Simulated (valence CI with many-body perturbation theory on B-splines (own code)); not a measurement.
## Ladder of approximations for Pb

Computed by relativistic CI+MBPT: four valence electrons over a frozen Dirac-Fock core [Xe] 4f14 5d10, a basis of 11 s, 11 p, 9 d, 7 f, 5 g, 2 h, 1 i functions for each j, with the one-electron correlation potential Σ1 (screened to all orders), the two-electron term Σ2, the three-electron term Σ3, Breit, model QED; selected single and double excitations, second order for the rest, scaled by the run's own slope (own B-spline code, finite nucleus).

Against 21 measured levels this calculation errs by 151 cm⁻¹ on average and by 460 at most. These come from a selection out of the NIST Handbook of Basic Atomic Spectroscopic Data. Levels without a partner in it may be off by more.

Each rung adds one term. CI alone is the Dirac-Coulomb CI over the frozen core; QED comes last and gives the full result, which names the levels. Energies are above (6s^2 6p1/2^2) J=0 on the same rung, in cm⁻¹. A blank means that the level has no clear partner on that rung.

Levels are named by their leading jj configuration (3d3/2^4 stands for four electrons in 3d with j = 3/2), which in mixed levels can hold well under half, so a name can repeat and another be missing.

| Level | CI alone | Σ1 | Σ2 | Σ3 | Breit | QED | Full |
| --- | --- | --- | --- | --- | --- | --- | --- |
| (6s^2 6p1/2 6p3/2) J=1 | 6575 | +1492 | +15 | +141 | -120 | +8.6 | 8112 |
| (6s^2 6p1/2 6p3/2) J=2 | 9261 | +1739 | -108 | +112 | -130 | +9.3 | 10883 |
| (6s^2 6p3/2^2) J=2 | 18663 | +3416 | -81 | +145 | -246 | +20 | 21918 |
| (6s^2 6p3/2^2) J=0 | 26482 | +3901 | -378 | -66 | -238 | +25 | 29726 |
| (6s^2 6p1/2 7s) J=0 | 32118 | +4891 | -2090 | +200 | -108 | +63 | 35073 |
| (6s^2 6p1/2 7s) J=1 | 32444 | +4887 | -2076 | +200 | -114 | +59 | 35399 |
| (6s^2 6p1/2 7p1/2) J=1 | 39775 | +5005 | -2071 | +200 | -105 | +39 | 42844 |
| (6s^2 6p1/2 7p1/2) J=0 | 41343 | +4946 | -2066 | +199 | -100 | +40 | 44362 |
| (6s^2 6p1/2 7p3/2) J=1 | 41506 | +5029 | -2044 | +200 | -115 | +39 | 44615 |
| (6s^2 6p1/2 7p3/2) J=2 | 41638 | +5036 | -2051 | +200 | -117 | +39 | 44745 |
| (6s^2 6p1/2 6d3/2) J=2 | 41646 | +5389 | -1768 | +212 | -128 | +36 | 45387 |
| (6s^2 6p1/2 6d5/2) J=2 | 42292 | +5367 | -1768 | +206 | -126 | +35 | 46005 |
| (6s^2 6p1/2 6d3/2) J=1 | 42370 | +5494 | -1895 | +204 | -132 | +39 | 46080 |
| (6s^2 6p1/2 6d5/2) J=3 | 42719 | +5372 | -1937 | +207 | -124 | +37 | 46274 |
| (6s^2 6p1/2 8s) J=0 | 45483 | +5244 | -2320 | +200 | -109 | +49 | 48547 |
| (6s^2 6p1/2 8s) J=1 |  |  | -2285 | +200 | -120 | +48 | 48567 |
| (6s^2 6p3/2 7s) J=2 | 43758 | +6880 | -2033 | +212 | -263 | +74 | 48628 |
| (6s^2 6p3/2 7s) J=1 |  |  | -2036 | +209 | -241 | +65 | 49739 |
| (6s^2 6p1/2 8p1/2) J=1 | 48002 | +5259 | -2296 | +200 | -113 | +41 | 51093 |

The middle columns are the shifts that each term adds.

**Question.** How does the ionisation energy move along the ladder, and which term matters most?

**Answer.** CI alone 6.9922, + Σ1 7.6601, + Σ2 7.3828, + Σ3 7.4076, + Breit 7.3944, + QED 7.3999 eV. The largest step is Σ1, 0.6679 eV. NIST lists 7.41668 eV (measured).
